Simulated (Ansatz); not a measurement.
Total energies of CH$_{8}$OSSi$_{2}$ (`CO[SiH]([SiH3])S`).

Z-matrix (Å, degrees):
```
C
O 1 1.412
H 1 1.091 2 108.1
H 1 1.096 2 111.2 3 -119.3
H 1 1.094 2 111.1 3 119.5
Si 2 1.641 1 123.5 3 178.7
S 6 2.142 2 113.4 1 58.5
Si 6 2.334 2 106.2 1 -179.9
H 6 1.490 2 110.7 1 -55.1
H 7 1.344 6 94.9 2 70.3
H 8 1.487 6 109.2 2 172.2
H 8 1.487 6 111.7 2 51.3
H 8 1.488 6 108.8 2 -69.2
```

The species carries charge 0 and has multiplicity 1. All single points use the PBE0-D4/def2-TZVP geometry. It is one conformer, not always the lowest. Basis def2-TZVPP, Ansatz 0.2.0.

RPA on PBE orbitals: Hartree–Fock energy of these orbitals -1092.86046 Eh, correlation -1.45894 Eh (frozen core).

```
 functional  energy without D4 (Eh)  D4 term (kJ/mol)
LDA (SPW92)             -1090.81078                 –
        PBE             -1094.84032             -31.8
       BLYP             -1095.40237             -68.0
     B97M-V             -1095.18913                 –
       PBE0             -1094.94219             -27.4
      B3LYP             -1095.52549             -51.4
    r2SCANh             -1095.30440              -8.7
      BHLYP             -1095.39419             -41.9
    LC-ωPBE             -1095.09679                 –
    ωB97M-V             -1095.33523                 –
```

(1) Give the same for revPBE, r2SCAN, r2SCAN0, HSE06 (plane-wave form), CAM-B3LYP, ωB97X-V, B2PLYP, PBE-QIDH. (An estimate is asked.)

B3LYP takes the VWN-RPA correlation (the form of Gaussian; ORCA's B3LYP/G). HSE06 is the plane-wave form, built on full-range PBE exchange. The double hybrids freeze the cores in their second-order part.

## Answers

(1) The calculation gave: 
| functional | energy without D4 (Eh) | D4 term (kJ/mol) |
| --- | --- | --- |
| revPBE | -1095.22268 | -86.8 |
| r2SCAN | -1095.31515 | -8.1 |
| r2SCAN0 | -1095.28962 | -9.6 |
| HSE06 (plane-wave form) | -1094.91525 | -25.8 |
| CAM-B3LYP | -1095.43219 | -28.3 |
| ωB97X-V | -1095.27248 | – |
| B2PLYP | -1094.99851 | – |
| PBE-QIDH | -1094.67273 | – |

LC-ωPBE has ω = 0.4 bohr⁻¹.
